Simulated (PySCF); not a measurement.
All values below come from B3LYP-D3(BJ)/def2-TZVP // r2SCAN-D4/def2-SVP in PySCF 2.14.0. Isolated molecules, 0 K electronic values unless said otherwise. One relaxed conformer stands for a flexible species; it need not be the lowest. B3LYP has the VWN-RPA correlation part, as in Gaussian. 

Reference species: [Hf(F)3(NH2)] (neutral, multiplicity 1).

| Item | Value |
|---|---|
| charge on the central atom (Mulliken) | 1.63 e |
| LUMO | -0.97 eV |

Changed species: [Hf(F)2(NH2)2] (2 of 4 F replaced by NH2; the reference has 1 of 4 F replaced by NH2).

Problem. Give the shifts of the charge on the central atom (Mulliken) and LUMO.

Solution. the charge on the central atom (Mulliken) drops by 0.09 e, to 1.54 e; the LUMO goes up by 0.36 eV, to -0.61 eV.
